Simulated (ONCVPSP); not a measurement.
## u(r) = r·R(r): atom against pseudo-atom (Cd (Z = 48))

Columns: radius, all-electron u(r) and pseudo u(r) of the 4s shell (level -114.66 eV) of cadmium in the configuration [Ar] 3d10 4s2 4p6 4d10 5s1; PBEsol, scalar-relativistic, ONCV scheme, ONCVPSP 4.0.1.

| r (bohr) | all-electron | pseudo |
| --- | --- | --- |
| 0.082 | 0.4505 | 0.1617 |
| 0.165 | -0.1254 | 0.3250 |
| 0.248 | -0.6721 | 0.4861 |
| 0.330 | -0.5597 | 0.6397 |
| 0.413 | -0.0840 | 0.7838 |
| 0.495 | 0.4352 | 0.9082 |
| 0.578 | 0.8513 | 1.0083 |
| 0.660 | 1.1102 | 1.0753 |
| 0.742 | 1.2308 | 1.1072 |
| 0.825 | 1.2444 | 1.1025 |
| 0.908 | 1.1856 | 1.0635 |
| 0.990 | 1.0861 | 0.9970 |
| 1.072 | 0.9673 | 0.9102 |
| 1.155 | 0.8421 | 0.8101 |
| 1.238 | 0.7213 | 0.7058 |
| 1.320 | 0.6115 | 0.6051 |
| 1.402 | 0.5134 | 0.5113 |
| 1.485 | 0.4269 | 0.4264 |
| 1.568 | 0.3526 | 0.3524 |
| 1.650 | 0.2905 | 0.2904 |
| 1.733 | 0.2376 | 0.2376 |
| 1.815 | 0.1942 | 0.1942 |
| 1.898 | 0.1579 | 0.1578 |
| 1.980 | 0.1283 | 0.1283 |
| 2.062 | 0.1040 | 0.1040 |
| 2.145 | 0.0840 | 0.0840 |

(1) How many radial nodes do the two functions have?

(2) At about which radius was the pseudo-wave matched?

(3) Is the pseudo-wave norm-conserving?

## Answers

(1) The all-electron 4s function has n − l − 1 = 3 (the table is too coarse to show those close to the nucleus); the pseudo-wave has 0, since the states of the same l below it are removed with the core.

(2) 1.65 bohr, where the columns begin to agree (steps of 0.08 bohr).

(3) Yes: the ONCV scheme keeps the norm inside the radius equal to the all-electron one, which fixes the energy derivative of the logarithmic derivative at the level.
